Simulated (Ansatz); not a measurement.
Input:

```yaml
crystal:
  periodic: [false, false, false]
  atoms:
    - { symbol: C, position_ang: [0.1308, -2.181, -0.7772] }
    - { symbol: C, position_ang: [0.2886, -1.2731, 0.2059] }
    - { symbol: O, position_ang: [-0.1717, -1.6027, 1.4612] }
    - { symbol: C, position_ang: [1.087, 0.0562, 0.0319] }
    - { symbol: C, position_ang: [0.1823, 1.3054, 0.2766] }
    - { symbol: C, position_ang: [-1.1053, 1.3946, -0.5222] }
    - { symbol: Cl, position_ang: [-0.1758, 1.4803, 2.0437] }
    - { symbol: H, position_ang: [-0.3907, -3.058, -0.6067] }
    - { symbol: H, position_ang: [0.4148, -1.9229, -1.7611] }
    - { symbol: H, position_ang: [-0.014, -0.8341, 2.0877] }
    - { symbol: H, position_ang: [1.8846, 0.046, 0.7109] }
    - { symbol: H, position_ang: [1.4269, 0.1162, -0.9709] }
    - { symbol: H, position_ang: [0.7483, 2.21, 0.0304] }
    - { symbol: H, position_ang: [-0.9147, 1.292, -1.5725] }
    - { symbol: H, position_ang: [-1.6099, 2.3252, -0.369] }
    - { symbol: H, position_ang: [-1.8042, 0.6233, -0.2244] }
basis:
  gaussian: { orbitals: STO-3G }
hamiltonian:
  xc: pbe
relax:
  f_tol: 0.015
  max_steps: 40
```

Command:

```bash
$ ansatz run input.yaml --threads 1 --pin off --max-ram 2048MiB --backend cpu --events-out ev --progress --plain --runs-dir out
```

Hardware: 1 thread of Intel(R) Xeon(R) 6975P-C (Granite Rapids) (shared host).

Q: Roughly how long does this run take, and how much memory?

A: 23 s, with a peak of 0.16 GiB, for 9 ionic steps.
